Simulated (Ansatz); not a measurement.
Basis sets compared for `C[Si](C)(C)C#Cc1ccc(-c2ccc(-c3ccc(-c4ccc(-c5ccc(-c6ccc(C#C[Si](C)(C)C)o6)o5)o4)o3)o2)o1`. Total charge 0; singlet. Geometry PBE-D4/def2-SVP. Ansatz on 4 threads of AMD EPYC 7R13 on a shared host and a share (37 GiB) of an NVIDIA H100 80GB HBM3; times are rough, and most runs start from earlier orbitals.

```xyz
72

C    -2.030   -6.498  -10.915
Si   -3.345   -5.210  -11.345
C    -5.009   -6.040  -11.686
C    -2.806   -4.184  -12.840
C    -3.545   -4.085   -9.892
C    -3.703   -3.322   -8.929
C    -3.919   -2.442   -7.854
C    -4.933   -1.526   -7.585
C    -4.621   -0.916   -6.343
C    -3.429   -1.494   -5.918
C    -2.623   -1.293   -4.751
C    -1.433   -1.858   -4.307
C    -1.134   -1.240   -3.063
C    -2.158   -0.331   -2.820
C    -2.421    0.581   -1.750
C    -3.447    1.490   -1.511
C    -3.151    2.109   -0.268
C    -1.959    1.546    0.181
C    -1.172    1.768    1.358
C    -1.336    2.621    2.447
C    -0.230    2.397    3.307
C     0.547    1.418    2.696
C     1.771    0.776    3.066
C     2.549   -0.203    2.458
C     3.655   -0.425    3.321
C     3.488    0.430    4.407
C     4.271    0.655    5.588
C     5.463    0.087    6.034
C     5.759    0.709    7.274
C     4.736    1.622    7.522
C     4.499    2.513    8.584
C     4.302    3.292    9.526
Si    4.023    4.451   10.940
C     4.115    6.227   10.298
C     5.376    4.137   12.224
C     2.314    4.105   11.673
O     3.829    1.583    6.483
O     2.340    1.160    4.250
O    -0.025    1.036    1.512
O    -1.517    0.616   -0.722
O    -3.065   -0.363   -3.846
O    -2.998   -2.417   -6.824
H    -1.057   -6.016  -10.691
H    -2.329   -7.094  -10.030
H    -1.882   -7.194  -11.767
H    -4.935   -6.722  -12.559
H    -5.343   -6.633  -10.811
H    -5.791   -5.285  -11.906
H    -1.841   -3.676  -12.645
H    -2.683   -4.831  -13.734
H    -3.560   -3.407  -13.079
H    -5.797   -1.333   -8.230
H    -5.186   -0.147   -5.807
H    -0.860   -2.628   -4.832
H    -0.276   -1.422   -2.408
H    -4.305    1.673   -2.166
H    -3.734    2.879    0.247
H    -2.163    3.323    2.597
H    -0.009    2.882    4.263
H     2.332   -0.690    1.502
H     4.482   -1.127    3.175
H     6.045   -0.685    5.520
H     6.617    0.526    7.928
H     3.952    6.950   11.125
H     5.107    6.436    9.847
H     3.342    6.410    9.523
H     5.248    4.814   13.095
H     5.341    3.092   12.591
H     6.382    4.316   11.794
H     2.242    3.061   12.038
H     2.113    4.785   12.528
H     1.519    4.259   10.916
```

Single mean-field runs in def2-SVP, def2-TZVP are fitted with def2-universal-jkfit.

Binding counts from free atoms (C triplet, Si triplet, O triplet, H doublet) in the same basis, without a counterpoise term.

```tsv
level	functions	energy (Eh)	HOMO (eV)	LUMO (eV)	binding per atom (eV)	wall time
PBE-D4/def2-SVP	746	-2340.1422	-4.25	-2.59	5.26	6.5 s
PBE0-D4/def2-SVP	746	-2340.2787	-4.99	-2.04	5.12	7.5 s
```

Estimate the rows for PBE-D4/def2-TZVP (with forces), PBE0-D4/def2-TZVP (with forces).


```csv
level,functions,energy (Eh),HOMO (eV),LUMO (eV),binding per atom (eV),wall time
PBE-D4/def2-TZVP (with forces),1494,-2342.2555,-4.30,-2.69,5.18,12 s
PBE0-D4/def2-TZVP (with forces),1494,-2342.3771,-4.96,-2.10,5.05,13 s
```
